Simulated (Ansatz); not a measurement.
Ansatz (an electronic-structure program) input (r2SCAN/def2-TZVPP):

Ansatz 0.2 input:
```yaml
crystal:
  periodic: [false, false, false]
  atoms:
    - {symbol: C, position_ang: [0.00000000, 0.00000000, 0.00000000]}
basis:
  gaussian:
    orbitals: def2-TZVPP
    final_grid: {core_spheres: 6, valence_spheres: 5, degree: 17}
hamiltonian:
  xc: {name: r2SCAN}
magnetization: {spin_polarized: true, initial_magnetization: 2}
scf: {lower_state_search: full}
```

Output:

```
Functional definition: r2SCAN
integrals: 0.00 GiB planned
180 factors; their error is unknown
mean field: 0.07 GiB planned
mean field evaluation 1: about -1029.3131 eV, gradient 5.9e0 eV
mean field evaluation 2: about -1029.4558 eV, gradient 2.5e0 eV
mean field evaluation 4: about -1029.4899 eV, gradient 1.9e-2 eV
mean field evaluation 8: about -1029.4920 eV, gradient 2.9e-3 eV
mean field evaluation 16: about -1029.5141 eV, gradient 1.7e-1 eV
mean field evaluation 32: about -1029.5125 eV, gradient 8.5e-2 eV
mean field evaluation 64: about -1029.4899 eV, gradient 1.6e-2 eV
mean field -1029.49270038 eV, -37.8331589239 hartree, gradient 2.7e-5 eV, S^2 2.006355; 7 other end points of the search recorded, 0 dependent functions left out
reference -1029.49271496 eV, -37.8331594597 hartree; 4, 2 occupied and 27, 29 virtual orbitals, 180 factors
Total energy: -1029.49271496 eV, -37.8331594597 hartree
```
